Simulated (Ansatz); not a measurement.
H7B3N3, charge +1, singlet, at a GFN2-xTB geometry; CCSD/STO-3G in Ansatz (a quantum-chemistry and plane-wave program).

Input for Ansatz:
Ansatz 0.2 input:
```yaml
crystal:
  periodic: [false, false, false]
  atoms:
    - {symbol: B, position_ang: [0.86251219, -1.19327684, 0.20470020]}
    - {symbol: N, position_ang: [1.39506126, 0.13710217, 0.26582380]}
    - {symbol: B, position_ang: [0.66986180, 1.29721651, 0.08876115]}
    - {symbol: N, position_ang: [-0.82466883, 1.14092094, -0.19571883]}
    - {symbol: B, position_ang: [-1.41304089, -0.26903579, -0.26514000]}
    - {symbol: N, position_ang: [-0.54097915, -1.31871608, -0.06312431]}
    - {symbol: H, position_ang: [1.53770716, -2.12740221, 0.36494437]}
    - {symbol: H, position_ang: [2.38574493, 0.21228932, 0.45529505]}
    - {symbol: H, position_ang: [1.11296446, 2.37378670, 0.14057704]}
    - {symbol: H, position_ang: [-1.03809559, 1.62294398, -1.07286357]}
    - {symbol: H, position_ang: [-1.34412975, 1.67284054, 0.50748952]}
    - {symbol: H, position_ang: [-2.55236918, -0.38238491, -0.48219127]}
    - {symbol: H, position_ang: [-0.90438046, -2.26174200, -0.10372250]}
basis:
  gaussian:
    orbitals: STO-3G
total_charge: 1
magnetization: {spin_polarized: false}
correlation: {method: ccsd}
```

Q: What does Ansatz print? Leave out banner, timings and long lists.

A: 
```
Functional definition: HF
516 factors; integrals over basis functions are off by at most 8.0e-5 eV
mean field evaluation 1: about -6488.3475 eV, gradient 2.7e1 eV
mean field evaluation 2: about -6488.5381 eV, gradient 2.7e1 eV
mean field evaluation 4: about -6491.1264 eV, gradient 2.1e0 eV
mean field evaluation 8: about -6491.1431 eV, gradient 3.3e-2 eV
mean field evaluation 16: about -6490.9570 eV, gradient 2.0e-1 eV
mean field -6491.14312439 eV, -238.5451099665 hartree, gradient 1.5e-6 eV, S^2 0.000000; 0 other end points of the search recorded, 0 dependent functions left out
6 core orbitals not correlated
reference -6491.14312439 eV, -238.5451099665 hartree; 15, 15 occupied and 16, 16 virtual orbitals, 516 factors
second order -7.34062857 eV of doubles, -0.00000000 eV of singles
cycle   1  -8.31248017 eV  change   -9.7e-1 eV  update   1.1e-1
cycle   2  -8.86824113 eV  change   -5.6e-1 eV  update   3.8e-2
cycle   3  -8.98352256 eV  change   -1.2e-1 eV  update   1.5e-2
cycle   4  -8.97960892 eV  change    3.9e-3 eV  update   4.2e-3
cycle   5  -8.97722695 eV  change    2.4e-3 eV  update   1.1e-3
cycle   6  -8.97653937 eV  change    6.9e-4 eV  update   3.3e-4
cycle   7  -8.97645771 eV  change    8.2e-5 eV  update   9.5e-5
cycle   8  -8.97648157 eV  change   -2.4e-5 eV  update   3.1e-5
cycle   9  -8.97649864 eV  change   -1.7e-5 eV  update   6.4e-6
Total energy: -6500.11962303 eV, -238.8749902069 hartree
```
